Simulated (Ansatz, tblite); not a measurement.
Spin states of TiS2 (the lowest singlet isomer of a short search), each relaxed with PBE0-D4/def2-TZVP in Ansatz. Electronic energies in the gas phase.

The 6-31G sets use Cartesian d functions. The xTB rows come from tblite. B3LYP takes the VWN-RPA correlation. Correlated methods freeze 15 core orbitals; core or outer-core shells of Ti are correlated, in sets that lack core-valence functions. The structure comes from a short search, and lower isomers may exist.

Singlet geometry (C2v within 0.1 Å):

```tsv
atom	x (Å)	y (Å)	z (Å)
Ti1	-0.266	-0.594	0.386
S2	1.747	-0.173	0.196
S3	-1.481	0.767	-0.582
```

Triplet geometry (C2v within 0.1 Å):

Cartesian coordinates in Å:
```
Ti -0.7367 -0.1379 -0.6678
S 0.8749 -1.3182 0.0616
S -0.1382 1.4562 0.6062
```

Quintet geometry (C2v within 0.1 Å):

Cartesian coordinates in Å:
```
Ti 0.188 -0.324 0.060
S 1.873 1.229 -0.426
S -2.061 -0.906 0.366
```

Run but left out: HF/6-31G, B2PLYP/def2-TZVP, PBE-QIDH/def2-TZVP (singlet: restricted singlet, unstable in another Hartree–Fock run and untested here); HF/def2-TZVP, HF/def2-TZVPP, MP2/def2-TZVP, MP2/def2-TZVPP, CCSD/def2-TZVPP, CCSD(T)/def2-TZVPP (singlet: restricted singlet, unstable towards broken spin symmetry).

Only these spin states were relaxed.

Question: Estimate which spin state lies lowest at each of these levels, and by how much: GFN2-xTB; r2SCAN-D4/def2-TZVP; B97M-V/def2-TZVP; r2SCANh-D4/def2-TZVP; B3LYP-D4/6-31G; PBE0-D4/def2-TZVP; ωB97X-V/def2-TZVP; RPA@PBE/def2-TZVP.

Answer: 
| level | triplet − singlet (kJ/mol) | quintet − singlet (kJ/mol) | lowest of these |
| --- | --- | --- | --- |
| GFN2-xTB | 86.7 | 297.9 | singlet |
| r2SCAN-D4/def2-TZVP | 95.2 | 289.2 | singlet |
| B97M-V/def2-TZVP | 96.1 | 271.7 | singlet |
| r2SCANh-D4/def2-TZVP | 86.5 | 255.3 | singlet |
| B3LYP-D4/6-31G | 82.7 | 233.7 | singlet |
| PBE0-D4/def2-TZVP | 82.9 | 246.1 | singlet |
| ωB97X-V/def2-TZVP | 88.9 | 216.5 | singlet |
| RPA@PBE/def2-TZVP | 96.2 | 267.2 | singlet |

Change of the quintet − singlet gap on mixing in exact exchange, in kJ/mol: r2SCAN to r2SCANh (10 % exact exchange) -33.9. The xTB methods have no spin-polarisation term.

```tsv
state	donor atoms	mean metal–ligand distance (Å)	range (Å)	Mulliken spin on the metal (PBE0)
singlet	2	2.065	2.06–2.07	0
triplet	2	2.127	2.13–2.13	1.10
quintet	2	2.343	2.34–2.34	2.17
```

⟨S²⟩ at PBE0-D4/def2-TZVP: singlet 0.00 (pure 0.00), triplet 2.02 (pure 2.00), quintet 6.01 (pure 6.00).
